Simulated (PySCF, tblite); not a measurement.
A set of runs on `C=C(OC)[SiH2]F`; the geometry of each is named by its level. Settings lines and outputs come from a driver script.

Species: C3H7FOSi.
Atom-mapped SMILES: `[CH2:1]=[C:2]([O:3][CH3:4])[SiH2:5][F:6]` (hydrogens: H7, H8 on C1; H9, H10, H11 on C4; H12, H13 on Si5)

Step 1: GFN2-xTB geometry optimisation, gas phase (tblite 0.8.0) (from a force-field or distance-geometry start)
```json
{"job": {"kind": "relax", "xc": "GFN2-xTB", "basis": "xTB"}, "charge": 0, "multiplicity": 1}
```
```
step      E/eV     max force
  0    -559.05955    0.970
  1    -559.10058    0.447
  2    -559.12181    0.462
...
 27    -559.15681    0.022
 28    -559.15687    0.024
 29    -559.15691    0.017
 30    -559.15693    0.011
 31    -559.15694    0.007
```

Energy lowered by 2.2 kcal/mol over 31 steps; largest atomic force 0.007 eV/Å at the end. «max force» is the largest atomic force in eV/Å.

Hardware: an Arm Neoverse V1 with one thread, no GPU, shared host with 32 logical CPUs at a one-minute load of 10. Cost: 0.15 s of wall time.

Step 2: GFN2-xTB harmonic vibrations, gas phase (tblite 0.8.0) (on the GFN2-xTB geometry)
```json
{"job": {"kind": "ir", "xc": "GFN2-xTB", "basis": "xTB"}, "charge": 0, "multiplicity": 1}
```
```
(table of modes left out)
```

33 modes from 40 to 3151 cm⁻¹ (unscaled, harmonic); zero-point energy 57.5 kcal/mol; all wavenumbers are real at this level.

Hardware: one thread of an Arm Neoverse V1, on a shared host. Cost: 0.31 s.

Step 3: TDDFT wB97X-D/def2-SVPD, vertical, gas phase, core orbitals frozen in the response (PySCF 2.14.0, density-fitted response routines) (on the GFN2-xTB geometry)
```json
{"job": {"kind": "uv", "xc": "wB97X-D", "basis": "def2-SVPD", "nstates": 8, "ntriplets": 3}, "charge": 0, "multiplicity": 1}
```
```
...
Static polarisability (au): isotropic 66.554, principal 53.787 69.819 76.054
Singlet excitations
state   eV       nm        f      main configurations
  1   6.4887    191.1   0.00393   H->L+1 0.90
  2   6.7079    184.8   0.26110   H->L 0.96
  3   7.0016    177.1   0.04060   H->L+2 0.79
  4   7.6600    161.9   0.00207   H-1->L 0.82
  5   7.7349    160.3   0.00835   H->L+3 0.53, H->L+4 0.17, H-1->L 0.13
  6   8.1307    152.5   0.01492   H-1->L+1 0.86
  7   8.2725    149.9   0.01448   H->L+5 0.78
  8   8.3456    148.6   0.01316   H-2->L+1 0.59, H->L+4 0.13
Triplet excitations (Tamm-Dancoff, eV): 4.2957 6.3766 6.9905
```

HOMO -8.97 eV, LUMO 1.78 eV; lowest singlet 6.49 eV; lowest triplet 4.30 eV (Tamm–Dancoff); mean polarisability 66.6 au.

Time: 26 s of wall time; peak memory 0.81 GiB. Hardware: one thread, Arm Neoverse V1 (aarch64), shared host with 32 logical CPUs at a one-minute load of 10.

Step 4: delta-SCF UKS SCAN, pcX-2 on the ionised atom, pcseg-1 elsewhere, spin-free X2C (PySCF 2.14.0) (on the GFN2-xTB geometry)
```json
{"job": {"kind": "xps"}, "charge": 0, "multiplicity": 1}
```
```
...
ground state, core basis on atom 0 (C), 154 functions
  E(ground) = -583.71007277 Eh
hole in C 1s of atom 0
  E(ion) = -573.05507916 Eh   <S^2> = 0.7782   hole on atom = 1.000   binding energy = 289.937 eV
ground state, core basis on atom 1 (C), 154 functions
  E(ground) = -583.71372985 Eh
hole in C 1s of atom 1
  E(ion) = -572.99420483 Eh   <S^2> = 0.8356   hole on atom = 1.000   binding energy = 291.693 eV
ground state, core basis on atom 2 (O), 154 functions
  E(ground) = -583.73626352 Eh
hole in O 1s of atom 2
  E(ion) = -563.92491305 Eh   <S^2> = 0.7638   hole on atom = 1.000   binding energy = 539.094 eV
ground state, core basis on atom 3 (C), 154 functions
  E(ground) = -583.70914297 Eh
hole in C 1s of atom 3
  E(ion) = -572.95920770 Eh   <S^2> = 0.7723   hole on atom = 1.000   binding energy = 292.521 eV
ground state, core basis on atom 4 (Si), 165 functions
  E(ground) = -583.77020798 Eh
hole in Si 1s of atom 4
  E(ion) = -515.86591223 Eh   <S^2> = 0.7522   hole on atom = 1.000   binding energy = 1847.770 eV
hole in Si 2p of atom 4
  E(ion) = -579.79433354 Eh   <S^2> = 0.7513   hole on atom = 1.002   binding energy = 108.189 eV
  2p3/2 = 107.909 eV   2p1/2 = 108.538 eV
ground state, core basis on atom 5 (F), 154 functions
  E(ground) = -583.75746312 Eh
hole in F 1s of atom 5
  E(ion) = -558.31845334 Eh   <S^2> = 0.7566   hole on atom = 1.000   binding energy = 692.231 eV
```

C1s of C1 289.94 eV; C1s of C2 291.69 eV; O1s of O3 539.09 eV; C1s of C4 292.52 eV; Si1s of Si5 1847.77 eV; Si2p of Si5 108.12 eV (mean of the 2p shell); F1s of F6 692.23 eV. SCF cycles are left out; they run on a coarse grid, and E(ground) and E(ion) are re-evaluated on a finer one. For a 2p shell the printed binding energy is that of one 2p hole without spin–orbit coupling; the 2p3/2 and 2p1/2 values follow from a further step that adds the ground-state splitting of the three 2p orbitals and a mean-field spin–orbit operator, and the shell mean corrects the one hole to the average of the three. The log counts atoms from 0, this text from 1.

Hardware: an Arm Neoverse V1 with one thread (shared host). Cost: 73 s wall, 0.67 GiB resident at most.

Geometry of the electronic-property runs (GFN2-xTB):
```
atom  x, y, z in Å
C1    -0.4999   -0.0925   -1.3319
C2    -0.3005    0.0292   -0.0223
O3     0.9123   -0.0285    0.6114
C4     2.0604   -0.2355   -0.1765
Si5   -1.6622    0.3114    1.2543
F6    -3.0549    0.3686    0.4407
H7     0.2822   -0.2530   -2.0547
H8    -1.4996   -0.0303   -1.7194
H9     2.9017   -0.2485    0.5145
H10    2.1939    0.5735   -0.9019
H11    2.0086   -1.1905   -0.7091
H12   -1.8004   -0.8106    2.1705
H13   -1.5461    1.6071    1.9066
```

 (This holds for the electronic-property runs.)

One conformer stands for the species.

The pairwise dispersion term of wB97X-D wasn't added to the energies; at a given geometry it leaves orbitals and properties as they are.
